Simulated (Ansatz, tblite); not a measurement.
Isomers of Hg4O5 (singlet), found by a short tight-binding search and relaxed with B3LYP-D4/def2-SVP in Ansatz.

In the def2 sets Hg takes a core potential; there is no spin–orbit coupling. The xTB rows come from tblite. Correlated methods freeze 5 core orbitals; core or outer-core shells of Hg are correlated, in sets that lack core-valence functions.

A further structure is left out (at the level of its geometry, restricted singlet, unstable towards broken spin symmetry at other levels and untested here); at PBE0-D4/def2-TZVP its energy lies 1.61 eV above the lowest shown. A further structure is left out (at the level of its geometry, restricted singlet, unstable towards broken spin symmetry at other levels and untested here); at PBE0-D4/def2-TZVP its energy lies 1.73 eV above the lowest shown.

A: It holds 2 O–O bonds. B: It holds 2 O–O bonds.

Other spin states weren't relaxed.

A:

Cartesian coordinates in Å:
```
Hg 0.264 0.415 1.723
Hg 0.178 1.521 -1.103
Hg -0.600 -1.783 -0.187
Hg 0.940 1.125 4.815
O -0.363 0.531 -2.828
O -0.270 -1.564 1.805
O 0.108 -0.794 -2.763
O 0.619 2.192 0.761
O -0.876 -1.644 -2.224
```

B:

| atom | x (Å) | y (Å) | z (Å) |
| --- | --- | --- | --- |
| Hg1 | 0.295 | 1.644 | 1.475 |
| Hg2 | 0.010 | -1.241 | 2.311 |
| Hg3 | 0.294 | -1.171 | -0.698 |
| Hg4 | -1.626 | -1.718 | -3.435 |
| O5 | 0.048 | 0.592 | 3.201 |
| O6 | 0.065 | -2.572 | 0.772 |
| O7 | -0.207 | 1.579 | -1.328 |
| O8 | 0.562 | 0.529 | -1.859 |
| O9 | 0.559 | 2.358 | -0.440 |

Problem. Estimate which lies lowest at each level, and how far above it the others are (kcal/mol).

Solution. 
| level | A | B |
| --- | --- | --- |
| GFN1-xTB | 0.0 | 3.3 |
| GFN2-xTB | 0.0 | 1.1 |
| HF/def2-TZVP | 0.0 | 1.0 |
| PBE-D4/def2-SVP | 0.0 | 0.5 |
| PBE-D4/def2-TZVP | 0.0 | 1.0 |
| r2SCAN-D4/def2-TZVP | 0.0 | 1.2 |
| B97M-V/def2-TZVP | 0.0 | 1.1 |
| r2SCANh-D4/def2-TZVP | 0.0 | 1.2 |
| PBE0-D4/def2-SVP | 0.0 | 0.7 |
| PBE0-D4/def2-TZVP | 0.0 | 1.1 |
| ωB97X-V/def2-TZVP | 0.0 | 1.1 |
| RPA@PBE/def2-TZVP | 0.0 | 0.8 |
| MP2/def2-TZVP | 0.0 | 1.5 |
Point groups (tolerance 0.1 Å): A Cs, B not assigned. A and B have the same bonds, so they are conformers or stereoisomers. Lower isomers may exist.
